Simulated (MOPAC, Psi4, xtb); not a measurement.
Noncovalent pair: PH3 (SMILES P) (first 4 atoms) with H2 (SMILES [H][H]); geometry from B3LYP-D3(BJ)/def2-TZVP, rigid monomers moved along the line of their centres of mass till P1···H6 is 2.86 Å.
(charge 0, multiplicity 1):
```xyz
6

P     -0.172     0.157    -0.141
H     -1.492    -0.117     0.299
H     -0.490    -0.051    -1.508
H      0.261    -1.180     0.053
H      0.046    -0.256     3.197
H      0.271     0.234     2.684
```

Monomers are frozen at their geometry in the pair; levels with a basis set take the counterpoise correction.

Correlated levels freeze the cores. The state that PM6 reach isn't checked.

Programs: MOPAC for PM6 (differences of heats of formation); Psi4 for SAPT; xtb for the GFN methods. 

### Question
Give the interaction energy at the level GFN2-xTB.

### Answer
-1.4 kcal/mol

### Question
What is the computed interaction energy (SAPT0/jun-cc-pV(D+d)Z)?

### Answer
0.3 kcal/mol

### Question
Give the interaction energy at the level PM6.

### Answer
1.2 kcal/mol
